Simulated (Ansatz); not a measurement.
Cartesian coordinates (Å):
```xyz
12

B     -1.8211     0.2462    -0.1703
C     -0.2948     0.0342    -0.0269
C      0.2664    -1.3030     0.3470
C      0.4834     1.1048    -0.2531
C      1.9087     1.0887    -0.1637
N      3.0531     1.0872    -0.0943
H     -2.2334     1.3210    -0.4719
H     -2.5806    -0.6509     0.0175
H     -0.0448    -2.0560    -0.3795
H     -0.1366    -1.6218     1.3100
H      1.3534    -1.3079     0.4075
H      0.0462     2.0575    -0.5224
```
Charge 0, spin multiplicity 1.

The numbers are results of Ansatz (a program for electronic structure) with frozen-core CCSD(T)/cc-pVTZ // CAM-B3LYP-D3(BJ)/def2-TZVP, not measurements. The restricted HF reference is unstable towards unrestricted orbitals.

The HF energy is -234.13895 Ha and the MP2 correlation energy comes out as -0.92371 Ha.

Estimate the CCSD correlation energy, the (T) correction, the total energy and the T1 diagnostic.


| Property | Result |
|---|---|
| CCSD correlation energy | -0.95898 Ha |
| (T) correction | -0.04688 Ha |
| CCSD(T) total energy | -235.14481 Ha |
| T1 diagnostic | 0.013 |
